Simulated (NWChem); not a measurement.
A series in which one site is exchanged, each optimised at PBE0/def2-SVP with NWChem, gas phase unless a solvent is named. This build's default masses of Se (78.918 u) and Br (79.917 u) are each other's, which moves their modes by up to 0.6 %. For some, no frequency run checked for a minimum. def2 effective core potentials on Cd, Te; no spin-orbit coupling.

A: F[Te]F (TeF₂; site = Te)
B: [F][Cd][F] (CdF2; site = Cd)
C: F[Se]F (SeF2; site = Se)
D: [F][Be][F] (BeF$_{2}$; site = Be)

Values for A:

```
Property                                              Result
----------------------------------------------------  ------
dipole (D), PBE0/def2-SVP                               3.14
orbital gap (eV), PBE0/def2-SVP                         3.98
vertical ionisation energy, ΔSCF, PBE0/def2-SVP (eV)    9.25
static polarisability, PBE0/def2-SVPD (bohr³)           38.7
```

Q: How do these values change for the other members?

A: 
```
change from A                                             B      C      D
----------------------------------------------------  -----  -----  -----
dipole (D), PBE0/def2-SVP                             -3.14  -0.99  -3.14
orbital gap (eV), PBE0/def2-SVP                       +3.50  +0.94  +7.02
vertical ionisation energy, ΔSCF, PBE0/def2-SVP (eV)  +3.07  +0.70  +5.47
static polarisability, PBE0/def2-SVPD (bohr³)         -13.4   -9.8  -25.4
```
